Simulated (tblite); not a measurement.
Isopropyl lactate, C6H12O3.
Atom-mapped SMILES: `[CH3:1][CH:2]([CH3:3])[O:4][C:5](=[O:6])[C@H:7]([CH3:8])[OH:9]` (hydrogens: H10, H11, H12 on C1; H13 on C2; H14, H15, H16 on C3; H17 on C7; H18, H19, H20 on C8; H21 on O9)

Computed with GFN2-xTB (tblite), gas phase: L-BFGS steps from a force-field or distance-geometry start until the largest atomic force falls under 0.01 eV/Å.

Step 0: E = -848.3400 eV
```
atom  x, y, z in Å  |  force x, y, z in eV/Å
C1     -2.6700   -0.4904    0.0722   -0.700  -0.344   0.033
C2     -1.5063    0.4526   -0.1837   -0.177  -0.224   1.039
C3     -1.4791    1.5763    0.8506   -0.301   0.668   0.050
O4     -0.3019   -0.3284   -0.0480    0.867   0.539  -0.719
C5      0.7988    0.1344   -0.6763   -0.499   1.036  -0.864
O6      0.8336    1.1390   -1.3903   -0.038  -1.711   1.247
C7      2.0052   -0.7843   -0.4857    0.824   0.448   0.224
C8      2.2865   -1.0432    0.9934   -0.295  -0.389   0.459
O9      3.1930   -0.2280   -1.0523   -1.121   0.355  -0.431
H10    -3.6368    0.0404   -0.0083    0.583  -0.182  -0.005
H11    -2.6202   -0.9456    1.0657    0.127   0.227  -0.131
H12    -2.6730   -1.3128   -0.6490    0.037   0.204   0.037
H13    -1.5902    0.8516   -1.1808    0.223   0.251  -0.520
H14    -1.3636    1.1879    1.8609   -0.049  -0.165  -0.091
H15    -0.6487    2.2645    0.6722   -0.103  -0.151  -0.127
H16    -2.4153    2.1653    0.8151    0.468  -0.374  -0.065
H17     1.8028   -1.7211   -1.0076   -0.237  -0.301  -0.042
H18     2.4575   -0.1131    1.5231    0.017   0.185  -0.084
H19     3.1801   -1.6565    1.1165   -0.096   0.063  -0.219
H20     1.4491   -1.5584    1.4807    0.153   0.134  -0.283
H21     2.8895    0.3869   -1.7584    0.316  -0.270   0.493
```

Q: Estimate the geometry and energy of step 1. (The exact step hangs on the optimiser's Hessian estimate; all steps are aligned on step 0, rigid shifts and turns removed.)

A: E = -848.4183 eV, largest force 2.135 eV/Å
```
atom  x, y, z in Å  |  force x, y, z in eV/Å
C1     -2.6800   -0.4953    0.0727   -0.068  -0.206   0.105
C2     -1.5089    0.4494   -0.1688   -0.148   0.049   0.096
C3     -1.4834    1.5858    0.8513    0.026   0.075   0.185
O4     -0.2895   -0.3207   -0.0583    0.157   0.229  -0.222
C5      0.7917    0.1492   -0.6886    0.106  -1.837   1.083
O6      0.8331    1.1146   -1.3725    0.065   1.403  -0.973
C7      2.0170   -0.7779   -0.4825   -0.047  -0.006   0.106
C8      2.2823   -1.0487    0.9999    0.066   0.077   0.136
O9      3.1770   -0.2229   -1.0585   -0.267  -0.019   0.126
H10    -3.6284    0.0378   -0.0084    0.204  -0.010  -0.029
H11    -2.6184   -0.9423    1.0639    0.056   0.106   0.000
H12    -2.6725   -1.3099   -0.6485    0.018   0.070  -0.057
H13    -1.5870    0.8552   -1.1882    0.193   0.020   0.085
H14    -1.3643    1.1856    1.8596   -0.059  -0.058  -0.104
H15    -0.6502    2.2623    0.6704   -0.019  -0.042  -0.138
H16    -2.4086    2.1600    0.8141    0.076  -0.099  -0.072
H17     1.7994   -1.7254   -1.0082   -0.160  -0.013   0.121
H18     2.4577   -0.1105    1.5219   -0.008   0.057  -0.065
H19     3.1787   -1.6556    1.1134   -0.050   0.002  -0.145
H20     1.4512   -1.5565    1.4766   -0.115  -0.032  -0.135
H21     2.8940    0.3830   -1.7513   -0.026   0.232  -0.103
```

The energy changes by -0.0783 eV. The first-order estimate −F·Δx gives -0.2213 eV and the mean of the old and new forces, exact on a quadratic surface, -0.0729 eV. The step makes an angle of 0° with the force vector and moves no atom by more than 0.030 Å.

What follows is the cost of the whole relaxation. Time: 0.77 s wall. Hardware: one thread of an Arm Neoverse V1, shared host with 32 logical CPUs at a one-minute load of 10.
